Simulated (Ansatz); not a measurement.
Coupled-cluster diagnostics for closo-1-SB4 (no H on S) (B4H4S), Ansatz.

Geometry of the singlet (PBE0-D4/def2-SVP):

```xyz
9

B     0.526    0.394    0.881
B    -1.066    0.253   -0.081
S    -0.687   -0.981    1.281
B     0.406    0.580   -0.758
B     0.285   -1.011   -0.324
H     1.177    0.925    1.735
H    -2.184    0.629   -0.295
H     0.875    1.248   -1.630
H     0.668   -2.038   -0.808
```

Correlated methods freeze 9 core orbitals.

(1) Estimate the CCSD(T) correlation energy, the shares of MP2 and (T), T1 and the reference's ⟨S²⟩ for: charge 0, singlet, own geometry in def2-TZVPP; and the rough time on 4 threads of Intel Xeon on a shared host.

## Answers

(1) 
```csv
state,basis,correlation (eV),MP2 share (%),(T) share (%),T1,⟨S²⟩ (pure),wall time
"charge 0, singlet, own geometry",def2-TZVPP,-18.614,90.0,5.6,0.014,0.00 (0.00),74 s
```
Customary marks for T1 are 0.02 (closed shells), 0.045 (open shells) and about 0.05 (3d metals). T1 stays under 0.02 throughout.
